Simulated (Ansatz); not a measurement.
Q: Name a neutral molecule of C, F, In and H with HOMO–LUMO gap (ωB97M-V/def2-TZVPP) between 8.85 and 9.15 eV and HOMO energy (PBE/def2-TZVPP) between -5.90 and -5.60 eV (Ansatz, PBE0-D4/def2-TZVP geometry).

A: `C[CH](F)[InH2]` (8.89 eV, -5.83 eV). Other molecules can fit too; these were computed, each in one conformer that needn't be the lowest.
